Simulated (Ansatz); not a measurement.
Abridged output of a molecular run in Ansatz:

```
Functional definition: HF
3701 factors; integrals over basis functions are off by at most 1.2e-3 eV
mean field evaluation 1: about -14785.7618 eV, gradient 7.3e1 eV
mean field evaluation 2: about -14786.3896 eV, gradient 7.3e1 eV
mean field evaluation 4: about -14798.2460 eV, gradient 7.6e0 eV
mean field evaluation 8: about -14798.4252 eV, gradient 6.2e-1 eV
mean field -14798.42620861 eV, -543.8321324329 hartree, gradient 2.1e-6 eV, S^2 0.000000; 0 other end points of the search recorded, 0 dependent functions left out
11 core orbitals not correlated: weight in the atoms' cores, before any rotation towards them, 1.000 or more for the frozen orbitals, at most 0.000 for the correlated occupied ones
reference -14798.42620861 eV, -543.8321324329 hartree; 38, 38 occupied and 572, 572 virtual orbitals, 3701 factors
second order -64.09855898 eV of doubles, -0.00000000 eV of singles
cycle   1  -63.39556032 eV  change    7.0e-1 eV  update   2.0e-1
cycle   2  -64.95732594 eV  change    -1.6e0 eV  update   6.9e-2
cycle   3  -65.39023202 eV  change   -4.3e-1 eV  update   3.5e-2
cycle   4  -65.38277012 eV  change    7.5e-3 eV  update   1.1e-2
cycle   5  -65.37254185 eV  change    1.0e-2 eV  update   5.5e-3
cycle   6  -65.37601754 eV  change   -3.5e-3 eV  update   2.1e-3
cycle   7  -65.37574674 eV  change    2.7e-4 eV  update   8.5e-4
cycle   8  -65.37498360 eV  change    7.6e-4 eV  update   3.0e-4
cycle   9  -65.37508285 eV  change   -9.9e-5 eV  update   1.2e-4
cycle  10  -65.37522433 eV  change   -1.4e-4 eV  update   5.0e-5
cycle  11  -65.37510802 eV  change    1.2e-4 eV  update   2.3e-5
cycle  12  -65.37513453 eV  change   -2.7e-5 eV  update   9.8e-6
perturbative correction -3.05658923 eV, -0.1123275825 hartree
Total energy: -14866.85793238 eV, -546.3469518966 hartree
```

Its atoms:

Cartesian coordinates in Å:
```
C 0.233 0.105 -3.373
O -0.099 0.172 -2.033
Hf -0.354 -0.282 -0.172
N -2.268 -0.973 0.136
N -0.435 1.584 0.679
C -0.902 1.775 2.028
C 0.112 2.793 0.122
C 1.979 -1.132 0.238
C 1.370 -1.024 1.509
C 0.350 -1.993 1.583
C 0.335 -2.707 0.362
C 1.348 -2.183 -0.462
H 0.487 1.100 -3.758
H -0.604 -0.282 -3.967
H 1.099 -0.550 -3.539
H -2.585 -1.887 0.418
H -3.076 -0.408 -0.088
H -1.670 2.563 2.079
H -0.092 2.072 2.714
H -1.355 0.859 2.418
H 0.435 2.632 -0.909
H -0.633 3.604 0.114
H 0.978 3.161 0.695
H 2.789 -0.519 -0.132
H 1.631 -0.313 2.279
H -0.314 -2.154 2.420
H -0.341 -3.509 0.104
H 1.579 -2.503 -1.468
```

(1) Which basis set was used?
A. def2-SVPD
B. def2-TZVPP
C. cc-pV(D+d)Z
D. def2-SVP

(2) Write the keys of the input that set method, charge and spin (a neutral closed shell needs none for the last two).

Answers

(1) B. It gives 621 functions.

(2) 
```yaml
correlation: {method: ccsd_t}
```
